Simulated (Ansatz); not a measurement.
All numbers were calculated with Ansatz.

A structure relaxed at PBE0-D4/def2-TZVP, charge 0, multiplicity 1:

```tsv
atom	x (Å)	y (Å)	z (Å)
C1	0.174	-0.056	-2.431
N2	1.181	-0.771	-1.690
C3	1.068	-0.782	-0.426
B4	-0.021	-0.104	0.446
C5	-0.835	-0.585	1.615
Si6	-0.179	1.276	1.776
H7	0.656	0.612	-3.149
H8	-0.512	0.534	-1.799
H9	-0.422	-0.769	-3.010
H10	1.839	-1.349	0.115
H11	-0.672	-1.545	2.100
H12	-1.857	-0.232	1.774
H13	0.966	1.687	2.627
H14	-1.387	2.083	2.052
```

(1) Give its formula and SMILES.

(2) Point group (tolerance 0.08 Å, 0.16 Å for H)?

(3) Summarise the bond lengths by kind.

Answers

(1) C3H8BNSi, `C/N=C\B1C[SiH2]1`.

(2) C1.

(3) 2 × C–N 1.269 to 1.440 Å; 6 × C–H 1.088 to 1.104 Å; 2 × B–C 1.504 to 1.552 Å; 1 × B–Si 1.922 Å; 1 × C–Si 1.979 Å; 2 × H–Si 1.479 to 1.485 Å.
